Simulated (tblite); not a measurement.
A geometry optimisation, step by step.

Species: C₂H₁₁FOSi₃.
SMILES with atom numbers: `[F:1][C:2]([SiH3:3])([SiH3:4])[CH2:5][O:6][SiH3:7]` (hydrogens: H8, H9, H10 on Si3; H11, H12, H13 on Si4; H14, H15 on C5; H16, H17, H18 on Si7)

Computed with GFN2-xTB (tblite), gas phase: L-BFGS steps from a force-field or distance-geometry start until the largest atomic force falls under 0.01 eV/Å. 11 of its 136 geometries are shown.

Step 0: E = -650.3173 eV, largest atomic force 2.638 eV/Å
```
atom  x, y, z in Å  |  force x, y, z in eV/Å
F1     -1.117   -0.533   -1.977   -0.054  -0.044  -1.213
C2     -0.847   -0.234   -0.660    0.719  -0.690   0.627
Si3    -1.968    1.099   -0.104   -1.880   1.815   0.363
Si4    -1.252   -1.802    0.300    0.164  -1.414   0.757
C5      0.624    0.088   -0.568   -0.151  -0.666  -1.724
O6      1.053    0.402    0.689    2.192   0.762   0.374
Si7     2.738    0.755    0.621   -0.555  -0.198   1.202
H8     -1.831    2.369   -0.847    0.174  -0.207   0.071
H9     -1.819    1.341    1.333    0.050  -0.040  -0.124
H10    -3.361    0.634   -0.419    0.532   0.101   0.168
H11    -1.935   -1.532    1.573    0.138   0.025  -0.129
H12    -2.094   -2.710   -0.500    0.115   0.270   0.017
H13     0.046   -2.486    0.533   -0.333   0.094   0.026
H14     0.830    0.875   -1.327    0.056  -0.045   0.347
H15     1.184   -0.814   -0.902   -0.204   0.191  -0.252
H16     3.368    0.286    1.888   -0.531   0.034  -0.426
H17     2.987    2.196    0.533   -0.266  -0.030  -0.170
H18     3.387    0.072   -0.507   -0.167   0.042   0.086
```

Step 14: E = -650.9017 eV, largest atomic force 0.275 eV/Å
```
atom  x, y, z in Å  |  force x, y, z in eV/Å
F1     -1.245   -0.523   -1.936   -0.074  -0.080  -0.073
C2     -0.855   -0.269   -0.592    0.129  -0.036  -0.109
Si3    -1.991    1.185   -0.077    0.015   0.048   0.055
Si4    -1.165   -1.911    0.364    0.001   0.043   0.027
C5      0.624    0.069   -0.725   -0.023  -0.070  -0.156
O6      1.222    0.308    0.509   -0.137   0.043  -0.055
Si7     2.773    0.777    0.682   -0.199  -0.151   0.059
H8     -1.700    2.366   -0.877    0.098   0.074  -0.100
H9     -1.853    1.467    1.339    0.117   0.033   0.211
H10    -3.346    0.734   -0.352   -0.138  -0.069  -0.063
H11    -1.836   -1.606    1.613   -0.093   0.101   0.238
H12    -2.046   -2.672   -0.502   -0.122  -0.144  -0.145
H13     0.033   -2.681    0.658    0.211   0.018  -0.066
H14     0.738    0.923   -1.412    0.020   0.025   0.188
H15     1.133   -0.782   -1.205   -0.035   0.036  -0.027
H16     3.051    0.262    2.009    0.012   0.048   0.081
H17     2.896    2.220    0.529    0.003   0.149   0.007
H18     3.558    0.139   -0.366    0.216  -0.068  -0.072
```

Step 27: E = -650.9857 eV, largest atomic force 0.177 eV/Å
```
atom  x, y, z in Å  |  force x, y, z in eV/Å
F1     -1.400   -0.598   -1.914    0.077   0.055  -0.077
C2     -0.888   -0.303   -0.620   -0.126   0.012  -0.025
Si3    -1.935    1.204   -0.055    0.018   0.013   0.012
Si4    -1.139   -1.923    0.388    0.039  -0.016   0.022
C5      0.573    0.057   -0.839   -0.003  -0.003   0.018
O6      1.232    0.160    0.381   -0.098  -0.044   0.141
Si7     2.710    0.738    0.718    0.008   0.058  -0.072
H8     -1.534    2.334   -0.896   -0.054   0.029  -0.002
H9     -1.697    1.507    1.354    0.021  -0.033  -0.007
H10    -3.319    0.809   -0.314    0.004   0.057   0.033
H11    -1.748   -1.584    1.677    0.034  -0.022  -0.034
H12    -2.030   -2.738   -0.443    0.026   0.027   0.097
H13     0.134   -2.609    0.583    0.052  -0.013   0.008
H14     0.641    0.997   -1.398    0.068   0.083  -0.040
H15     1.051   -0.717   -1.449    0.060  -0.116  -0.077
H16     2.824    0.327    2.107   -0.049  -0.008  -0.009
H17     2.778    2.193    0.531   -0.056  -0.038  -0.004
H18     3.739    0.154   -0.151   -0.019  -0.040   0.016
```

Step 40: E = -651.0287 eV, largest atomic force 0.081 eV/Å
```
atom  x, y, z in Å  |  force x, y, z in eV/Å
F1     -1.419   -0.589   -1.984    0.002  -0.020  -0.004
C2     -0.908   -0.297   -0.696    0.007  -0.015   0.012
Si3    -1.897    1.222   -0.063   -0.018   0.043   0.004
Si4    -1.060   -1.897    0.380    0.023   0.005   0.005
C5      0.563    0.045   -0.890   -0.039  -0.036  -0.013
O6      1.175    0.043    0.362   -0.021  -0.010  -0.045
Si7     2.614    0.692    0.744   -0.065   0.006   0.022
H8     -1.534    2.374   -0.891    0.005   0.015  -0.010
H9     -1.544    1.456    1.333    0.017   0.009   0.023
H10    -3.320    0.935   -0.221    0.010  -0.047   0.008
H11    -1.600   -1.549    1.697    0.049   0.045  -0.033
H12    -1.994   -2.790   -0.311    0.040   0.062  -0.020
H13     0.245   -2.539    0.520   -0.025  -0.014  -0.034
H14     0.693    1.021   -1.382   -0.032  -0.070   0.026
H15     1.032   -0.711   -1.539    0.004   0.014   0.039
H16     2.635    0.359    2.155    0.006  -0.020   0.050
H17     2.600    2.129    0.470    0.014   0.075  -0.010
H18     3.710    0.102   -0.026    0.022  -0.043  -0.019
```

Step 54: E = -651.0394 eV, largest atomic force 0.070 eV/Å
```
atom  x, y, z in Å  |  force x, y, z in eV/Å
F1     -1.444   -0.597   -1.993   -0.015  -0.012  -0.012
C2     -0.917   -0.296   -0.715   -0.019   0.003  -0.027
Si3    -1.880    1.231   -0.063    0.007  -0.017   0.005
Si4    -1.014   -1.885    0.375    0.006   0.051  -0.018
C5      0.551    0.032   -0.915   -0.005  -0.001  -0.002
O6      1.142    0.019    0.346   -0.008  -0.005   0.040
Si7     2.559    0.684    0.770    0.065  -0.023  -0.010
H8     -1.535    2.388   -0.893   -0.014  -0.004  -0.027
H9     -1.476    1.467    1.319    0.009   0.014   0.037
H10    -3.303    0.925   -0.170   -0.018  -0.010  -0.003
H11    -1.473   -1.482    1.703    0.017  -0.026   0.023
H12    -1.980   -2.751   -0.298   -0.042  -0.022   0.018
H13     0.280   -2.558    0.454   -0.022  -0.005  -0.026
H14     0.693    1.006   -1.400    0.014  -0.005  -0.022
H15     1.017   -0.730   -1.554    0.031   0.007  -0.010
H16     2.548    0.368    2.188   -0.011   0.001   0.003
H17     2.548    2.117    0.466    0.020   0.035   0.008
H18     3.676    0.069    0.040   -0.013   0.019   0.022
```

Step 68: E = -651.0578 eV, largest atomic force 0.085 eV/Å
```
atom  x, y, z in Å  |  force x, y, z in eV/Å
F1     -1.468   -0.587   -2.028    0.005  -0.041  -0.002
C2     -0.915   -0.297   -0.763    0.040  -0.005  -0.010
Si3    -1.858    1.222   -0.070   -0.009  -0.006  -0.016
Si4    -0.984   -1.870    0.348    0.039   0.015  -0.018
C5      0.555    0.028   -0.962    0.019  -0.004   0.013
O6      1.100    0.056    0.320    0.011   0.034   0.011
Si7     2.503    0.688    0.832   -0.010   0.063   0.012
H8     -1.625    2.350   -0.974   -0.012   0.007  -0.009
H9     -1.363    1.523    1.270    0.019   0.007   0.002
H10    -3.271    0.858   -0.043   -0.049   0.007  -0.007
H11    -1.143   -1.468    1.742    0.012   0.016   0.007
H12    -2.134   -2.645   -0.111   -0.037  -0.015  -0.012
H13     0.249   -2.636    0.167   -0.029  -0.038  -0.009
H14     0.705    0.980   -1.488    0.015   0.019   0.081
H15     1.055   -0.752   -1.555   -0.064  -0.004  -0.022
H16     2.362    0.400    2.249    0.017  -0.012   0.005
H17     2.575    2.123    0.531   -0.010  -0.022  -0.014
H18     3.647    0.033    0.195    0.043  -0.021  -0.011
```

Step 81: E = -651.0713 eV, largest atomic force 0.099 eV/Å
```
atom  x, y, z in Å  |  force x, y, z in eV/Å
F1     -1.405   -0.622   -2.043    0.013  -0.005   0.027
C2     -0.901   -0.305   -0.761   -0.013   0.053   0.011
Si3    -1.899    1.198   -0.104    0.012   0.030   0.015
Si4    -0.993   -1.886    0.336   -0.036   0.083  -0.041
C5      0.568    0.052   -0.931   -0.004  -0.018  -0.013
O6      1.123    0.077    0.346   -0.019   0.031   0.002
Si7     2.527    0.708    0.860    0.019  -0.058   0.006
H8     -1.744    2.304   -1.053    0.001  -0.023  -0.019
H9     -1.336    1.569    1.194   -0.037  -0.012  -0.017
H10    -3.308    0.819   -0.001    0.057  -0.024  -0.003
H11    -0.931   -1.489    1.737    0.003  -0.010   0.023
H12    -2.268   -2.522    0.009   -0.030   0.000   0.014
H13     0.103   -2.777   -0.027    0.066  -0.048  -0.008
H14     0.707    1.013   -1.444   -0.009  -0.002   0.057
H15     1.068   -0.717   -1.535    0.018  -0.008  -0.038
H16     2.372    0.417    2.275    0.011   0.018   0.014
H17     2.632    2.137    0.550   -0.043  -0.016  -0.016
H18     3.677    0.031    0.251   -0.010   0.008  -0.014
```

Step 94: E = -651.0784 eV, largest atomic force 0.046 eV/Å
```
atom  x, y, z in Å  |  force x, y, z in eV/Å
F1     -1.380   -0.620   -2.043    0.000   0.004  -0.002
C2     -0.890   -0.296   -0.757   -0.009  -0.017   0.002
Si3    -1.907    1.200   -0.121    0.008  -0.030   0.010
Si4    -0.996   -1.878    0.334    0.036  -0.014  -0.025
C5      0.577    0.065   -0.910   -0.001  -0.002   0.008
O6      1.127    0.043    0.371    0.019  -0.001   0.003
Si7     2.533    0.687    0.865    0.000   0.012  -0.001
H8     -1.774    2.279   -1.100    0.000   0.022  -0.014
H9     -1.360    1.593    1.175   -0.006   0.020  -0.001
H10    -3.301    0.779   -0.008   -0.017  -0.006  -0.004
H11    -0.875   -1.508    1.739   -0.001   0.009   0.015
H12    -2.306   -2.466    0.053    0.006   0.006   0.002
H13     0.062   -2.808   -0.067   -0.024   0.032   0.002
H14     0.719    1.049   -1.377   -0.005  -0.007   0.013
H15     1.082   -0.676   -1.546   -0.004  -0.005  -0.005
H16     2.414    0.429    2.291   -0.002  -0.009  -0.016
H17     2.591    2.113    0.524    0.001  -0.020   0.007
H18     3.677    0.019    0.235   -0.001   0.006   0.003
```

Step 108: E = -651.0800 eV, largest atomic force 0.036 eV/Å
```
atom  x, y, z in Å  |  force x, y, z in eV/Å
F1     -1.387   -0.621   -2.032    0.006   0.001  -0.006
C2     -0.892   -0.289   -0.750    0.011  -0.006   0.000
Si3    -1.919    1.206   -0.130   -0.002  -0.003  -0.005
Si4    -0.981   -1.868    0.345   -0.030   0.002  -0.019
C5      0.577    0.063   -0.909    0.003   0.006   0.001
O6      1.145   -0.003    0.363    0.001   0.005  -0.002
Si7     2.536    0.666    0.867    0.000  -0.001   0.001
H8     -1.791    2.278   -1.119    0.006   0.007  -0.011
H9     -1.388    1.630    1.163    0.006  -0.002   0.003
H10    -3.310    0.774   -0.026   -0.014  -0.005   0.004
H11    -0.854   -1.494    1.748   -0.005   0.002   0.019
H12    -2.291   -2.463    0.069    0.023   0.013   0.018
H13     0.074   -2.788   -0.071    0.017  -0.012   0.001
H14     0.726    1.059   -1.346   -0.006   0.009  -0.008
H15     1.065   -0.664   -1.573   -0.009   0.002   0.000
H16     2.418    0.393    2.289   -0.001  -0.006  -0.002
H17     2.566    2.094    0.530   -0.007  -0.001   0.015
H18     3.700    0.032    0.241    0.001  -0.009  -0.009
```

Step 122: E = -651.0832 eV, largest atomic force 0.059 eV/Å
```
atom  x, y, z in Å  |  force x, y, z in eV/Å
F1     -1.384   -0.657   -2.028   -0.003   0.021   0.011
C2     -0.896   -0.275   -0.756   -0.033   0.020   0.010
Si3    -1.955    1.211   -0.172   -0.029   0.037  -0.036
Si4    -0.940   -1.821    0.386    0.011  -0.049  -0.027
C5      0.569    0.088   -0.922   -0.013  -0.006  -0.007
O6      1.153   -0.046    0.338   -0.021  -0.013   0.019
Si7     2.541    0.602    0.878    0.029  -0.016  -0.017
H8     -1.838    2.269   -1.181   -0.001  -0.023   0.016
H9     -1.434    1.673    1.113    0.004  -0.013  -0.009
H10    -3.342    0.762   -0.063    0.032   0.002   0.001
H11    -0.831   -1.416    1.782    0.005   0.014   0.019
H12    -2.234   -2.456    0.131   -0.008   0.000   0.006
H13     0.135   -2.725   -0.019   -0.003  -0.008   0.022
H14     0.720    1.100   -1.318   -0.004   0.002   0.027
H15     1.034   -0.616   -1.625    0.049  -0.002  -0.016
H16     2.463    0.218    2.278   -0.016  -0.020  -0.031
H17     2.528    2.051    0.664    0.010   0.050  -0.001
H18     3.700    0.043    0.174   -0.010   0.005   0.014
```

Step 135: E = -651.0866 eV, largest atomic force 0.007 eV/Å
```
atom  x, y, z in Å  |  force x, y, z in eV/Å
F1     -1.362   -0.687   -2.022   -0.003   0.002   0.003
C2     -0.897   -0.268   -0.754    0.000  -0.004   0.001
Si3    -1.996    1.208   -0.225    0.003  -0.004   0.003
Si4    -0.920   -1.790    0.425   -0.001   0.001  -0.005
C5      0.563    0.123   -0.910    0.000  -0.001   0.001
O6      1.162   -0.069    0.336    0.001   0.004   0.002
Si7     2.564    0.551    0.874    0.005  -0.005   0.002
H8     -1.890    2.239   -1.261    0.000  -0.001  -0.001
H9     -1.491    1.710    1.052   -0.001   0.003  -0.005
H10    -3.372    0.731   -0.115    0.000   0.001   0.003
H11    -0.819   -1.344    1.810   -0.002   0.003  -0.006
H12    -2.213   -2.436    0.189    0.002  -0.001   0.002
H13     0.156   -2.705    0.054    0.000  -0.001   0.000
H14     0.698    1.159   -1.246    0.001   0.000  -0.001
H15     1.038   -0.532   -1.653   -0.001   0.002   0.002
H16     2.538    0.027    2.229   -0.001   0.000   0.000
H17     2.532    2.015    0.796   -0.002  -0.001  -0.001
H18     3.701    0.074    0.079   -0.001   0.002   0.000
```

Task: Summarise the path.

Result: The energy falls by 74.22 kJ/mol from step 0 to step 135; nine tenths of that is first reached at step 33. It falls at every step. The largest force goes from 2.638 to 0.007 eV/Å. Among the bonds O6–Si7 changes most, from 1.724 to 1.625 Å; the atoms move by 0.580 Å rms after alignment.

Task: Follow the three bonds and two angles with the largest change from start to end.

Result: 
```
step  E above end (kJ/mol)  largest force (eV/Å)  O6–Si7 (Å)  C2–Si3 (Å)  C2–Si4 (Å)  C5–O6–Si7 (°)  O6–Si7–H16 (°)
   0                 74.22                 2.638       1.724       1.828       1.882          108.5           108.4
   6                 31.23                 0.331       1.639       1.919       1.932          117.5           108.3
  12                 21.90                 0.299       1.634       1.921       1.929          120.6           102.8
  18                 14.73                 0.182       1.627       1.933       1.936          124.7            99.9
  23                 11.61                 0.227       1.632       1.916       1.930          125.9            99.7
  29                  8.90                 0.211       1.623       1.922       1.927          129.4            99.6
  35                  6.77                 0.118       1.626       1.920       1.928          127.9            98.9
  41                  5.46                 0.096       1.625       1.919       1.933          126.5            98.8
  47                  4.91                 0.060       1.625       1.923       1.929          126.6            98.8
  53                  4.61                 0.048       1.623       1.919       1.929          126.9            99.1
  59                  3.99                 0.071       1.624       1.919       1.927          127.6            98.9
  65                  3.13                 0.106       1.623       1.916       1.927          129.1            98.7
  70                  2.57                 0.095       1.621       1.921       1.926          129.8            98.1
  76                  1.95                 0.060       1.623       1.918       1.926          129.9            97.5
  82                  1.43                 0.108       1.623       1.920       1.925          129.9            98.2
  88                  0.96                 0.071       1.624       1.919       1.922          128.9            99.3
  94                  0.79                 0.046       1.624       1.918       1.925          127.9            99.0
 100                  0.72                 0.029       1.624       1.917       1.923          127.8            98.9
 106                  0.66                 0.025       1.624       1.918       1.924          127.7            98.9
 112                  0.59                 0.016       1.624       1.917       1.924          127.8            99.1
 117                  0.51                 0.042       1.625       1.917       1.925          127.9            99.3
 123                  0.25                 0.067       1.624       1.916       1.923          128.3            99.7
 129                  0.06                 0.030       1.625       1.915       1.925          128.1            99.1
 135                  0.00                 0.007       1.625       1.915       1.926          127.8            98.9
```

What follows is the cost of the whole relaxation. Time: 1.9 s. Hardware: one thread, Arm Neoverse N1 (aarch64), no GPU, on a shared host.
